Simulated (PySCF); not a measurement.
Match the calculated data to a structure.

All candidates are C5H15NOSi.

| technique | computed result |
| --- | --- |
| XPS | Si2p3/2 106.6, C1s 289.8, C1s 290.3, C1s 290.4, C1s 290.4, C1s 291.5, N1s 404.2, O1s 538.0, Si1s 1846.6 eV [ΔSCF SCAN, pcX-2 on the ionised atom, pcseg-1 elsewhere, spin-free X2C, 2p3/2 from a spin–orbit splitting computed afterwards within the 2p shell] |
| Rotational structure | rotational constants A, B, C: 2.461, 0.961, 0.821 GHz [PBE0-D3(BJ)/def2-SVP] |
| UV, first state | lowest singlet excitation: 5.71 eV (217 nm, f = 0.009) [TDDFT B3LYP/def2-SVPD] |
| UV, strongest line | among the 10 lowest singlet transitions: S5 at 6.89 eV (180 nm, f = 0.038) [TDDFT B3LYP/def2-SVPD] |
| Polarisability | 101.2 au [B3LYP/def2-SVPD] |
| 13C NMR | chemical shifts (computed TMS as zero) by class: 28.8 (1 C), 24.6 (1 C), 22.9 (1 C), 14.2 (1 C), 12.7 (1 C) ppm [GIAO PBE0/pcSseg-1] |

Gas-phase values; electronic properties from PySCF, density fitting. Levels stand in brackets. Geometry: PBE0-D3(BJ)/def2-SVP, one conformer, isolated molecule. NMR classes are plain means over equivalent atoms (diastereotopic ones count apart unless rotation or inversion swaps them), as if these changed places fast.

Question: Which candidate is it?
A. `CC[C@@H](C)[Si@@H](O)NC`
B. `CC[C@@H](C)[Si@H](O)NC`
C. `CC(C)[Si@H](O)N(C)C`

Answer: A. It is `CC[C@@H](C)[Si@@H](O)NC`. Numbering: `[CH3:1][CH2:2][C@@H:3]([CH3:4])[Si@@H:5]([OH:6])[NH:7][CH3:8]`. Its formula, C5H15NOSi, gives 0 degrees of unsaturation, so no ring and no π bond. 5 carbons fall into 5 classes; from least to most shielded: N-methyl carbon [C8] (28.8 ppm), chain CH2 carbon [C2] (24.6 ppm), sp3 carbon bound to silicon [C3] (22.9 ppm), methyl carbon [C1] (14.2 ppm), methyl carbon [C4] (12.7 ppm). The core levels belong to: Si2p3/2 106.6 eV, oxygen-bound silicon [Si5]; C1s 289.8 eV, sp3 carbon bound to silicon [C3]; C1s 290.3 eV, methyl carbon [C4]; C1s 290.4 eV, chain CH2 carbon [C2]; C1s 290.4 eV, methyl carbon [C1]; C1s 291.5 eV, N-methyl carbon [C8]; N1s 404.2 eV, silicon-bound nitrogen [N7]; O1s 538.0 eV, silanol oxygen [O6]; Si1s 1846.6 eV, oxygen-bound silicon [Si5]. The optimised geometry has point group C1 and is an asymmetric top.

The others, at the same levels:
- `CC(C)[Si@H](O)N(C)C` fails: it has 4 carbon classes against 5; its computed 13C shifts are 37.3 (2 C), 17.6 (1 C), 16.1 (1 C), 13.7 (1 C) ppm, core binding energies are Si2p3/2 106.7, C1s 289.9, C1s 290.4, C1s 290.5, C1s 291.3 (×2), N1s 404.1, O1s 538.0, Si1s 1846.6 eV and lowest singlet excitation is 5.39 eV (230 nm, f = 0.013) (against 5.71 eV).
- `CC[C@@H](C)[Si@H](O)NC` fails: its computed strongest line among the 10 lowest singlet transitions is S2 at 6.35 eV (195 nm, f = 0.030) (against S5 at 6.89 eV) and smallest rotational constant is 0.745 GHz (against 0.821 GHz).

Each candidate is one conformer, not necessarily the lowest. Dipoles, sizes and rotational constants follow the conformer. The torsions of the flexible species, by atom-mapped SMILES:
- `[CH3:1][CH2:2][C@@H:3]([CH3:4])[Si@@H:5]([OH:6])[NH:7][CH3:8]`: C1–C2–C3–C4 64°, C2–C3–Si5–O6 -60°, C3–Si5–N7–C8 -176°, H–O6–Si5–C3 68°
- `[CH3:1][CH:2]([CH3:3])[Si@H:4]([OH:5])[N:6]([CH3:7])[CH3:8]`: C1–C2–Si4–O5 -63°, C2–Si4–N6–C7 167°, H–O5–Si4–C2 -68°
- `[CH3:1][CH2:2][C@@H:3]([CH3:4])[Si@H:5]([OH:6])[NH:7][CH3:8]`: C1–C2–C3–C4 61°, C2–C3–Si5–O6 -173°, C3–Si5–N7–C8 -171°, H–O6–Si5–C3 -75°
